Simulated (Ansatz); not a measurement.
Job for Ansatz (a first-principles code): R-RI-MP2/aug-cc-pVTZ on BH3O (SMILES BO) with ghost functions, monomers drawn apart or pushed together. Files ending in .json are basis or fitting sets from the Basis Set Exchange.

Ansatz 0.2 input:
```yaml
crystal:
  periodic: [false, false, false]
  atoms:
    - {symbol: B, position_ang: [1.10141322, -0.10707819, 5.35767919]}
    - {symbol: O, position_ang: [-0.12965053, -0.36257914, 4.88538584]}
    - {symbol: H, position_ang: [1.27935721, -0.18688996, 6.53517250]}
    - {symbol: H, position_ang: [1.99235639, 0.19308773, 4.60658292]}
    - {symbol: H, position_ang: [-0.19307947, -0.27677063, 3.91921599]}
basis:
  gaussian:
    orbitals: aug-cc-pVTZ
    fitting: {mean_field: def2-universal-JKFIT, correlation: aug-cc-pVTZ-RIFIT.json}
    ghost_atoms:
      - {symbol: B, position_ang: [-0.78249207, 0.03356036, -0.55957221]}
      - {symbol: O, position_ang: [-0.05463652, 0.10726250, 0.58399616]}
      - {symbol: H, position_ang: [-1.92537720, -0.27307727, -0.44197787]}
      - {symbol: H, position_ang: [-0.26913211, 0.27111895, -1.61051570]}
      - {symbol: H, position_ang: [0.86929821, 0.35718925, 0.46689350]}
magnetization: {spin_polarized: false}
correlation: {method: mp2, electrons: outside_noble_gas}
scf: {lower_state_search: off}
```

It printed:

```
WARN ansatz: RAYON_NUM_THREADS=1 ignored (pool sized by the plan → 1); use --threads N
Functional definition: HF
these checks for a lower state are left out or cut short: stability, starts, cluster_reference, orbital_swaps, neighbouring_geometries, increment
integrals: 0.31 GiB planned
412 factors; integrals over basis functions are off by at most 9.9e-1 eV
mean field: 0.54 GiB planned
mean field evaluation 1: about -2756.2950 eV, gradient 3.3e1 eV
mean field evaluation 2: about -2757.6708 eV, gradient 2.2e1 eV
mean field evaluation 4: about -2758.3999 eV, gradient 3.7e-1 eV
mean field -2758.40044631 eV, -101.3693466909 hartree, gradient 2.1e-6 eV, S^2 0.000000; 0 other end points of the search recorded, 0 dependent functions left out
2 core orbitals not correlated
700 factors; their error is unknown
reference -2758.40044631 eV, -101.3693466909 hartree; 6, 6 occupied and 314, 314 virtual orbitals, 700 factors
second order -9.73700324 eV of doubles, -0.00000000 eV of singles
Total energy: -2768.13744955 eV, -101.7271749600 hartree
Checks for a lower state left out: stability, starts, cluster_reference, orbital_swaps, neighbouring_geometries, increment
```

Self-consistency was reached.

Cost: around 2.2 core-seconds (rough).
